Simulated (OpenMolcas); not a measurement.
**Co3+: moving or changing the point charges**

Co3+ among 6 point charges of -2.2 e arranged as a trigonal prism (D3h), 1.81 Å from the ion, with a polar angle of 50.1° against the regular 49.1°. The active orbitals were held to one l.
```
   1.3882    0.0000    1.1615  -2.20
  -0.6941    1.2022    1.1615  -2.20
  -0.6941   -1.2022    1.1615  -2.20
   1.3882    0.0000   -1.1615  -2.20
  -0.6941    1.2022   -1.1615  -2.20
  -0.6941   -1.2022   -1.1615  -2.20
```

```
Program             : OpenMolcas 26.06
Method              : CASSCF
Basis               : ANO-RCC-VDZP [5s4p2d1f]
Scalar Hamiltonian  : DKH2, point nucleus
Active space        : 6 electrons in 5 orbitals (3d)
State averaging     : 2S+1 = 5 even, 5 roots; 2S+1 = 3 even, 45 roots; 2S+1 = 1 even, 50 roots
Spin-orbit coupling : RASSI with atomic mean-field integrals over the reference wave functions
```

Runs around this geometry, states (labels of D3, the rotations of D3h). Energies in cm-1 above the lowest state or level, χT in cm3 K/mol.

| R (Å) | Polar angle / regular | Ground state | First state of that spin | First gap with spin-orbit (degeneracies) | χT at 300 K | First state of another spin |
| --- | --- | --- | --- | --- | --- | --- |
| 1.72 | 1.02 | 5E | 5A1 3989 | 303.1 (2, 2) | 5.062 | 2S+1 = 3: 24829 |
| 1.81 | 1.02 | 5E | 5A1 3633 | 302.7 (2, 2) | 5.073 | 2S+1 = 3: 25362 |
| 1.81 | 1.1 | 5A1 | 5E 1502 | 18.4 (1, 2) | 3.531 | 2S+1 = 3: 24940 |

Taking the first state of the same spin as R^-n, n = -ln(3633 / 3989) / ln(1.81 / 1.72) = 1.8 between the shortest and longest distance.

The ground state changes within this set.

Without dynamic correlation the repulsion within the d shell is too large (B by tens of per cent), so at a given field states of lower spin stand too high. Point charges give a weaker field than real ligands, and real ions of this kind are often low spin; the high spin found here belongs to the model. An orbital doublet at a regular site is open to a Jahn-Teller distortion, which this geometry leaves out (holds for R = 1.72, ratio = 1.02; R = 1.81, ratio = 1.02). The ground term spreads over less than 5000 cm-1, several times less than with real ligands, so orbital moments are less quenched and χT lies further from the spin-only value than at real sites (holds for R = 1.81, ratio = 1.1). This is an electrostatic model: the charges have no orbitals. An unlabelled pair can be two single states that coincide in this model. No measured value stands beside these numbers.

A state without a sure symmetry label is named by its multiplicity alone.
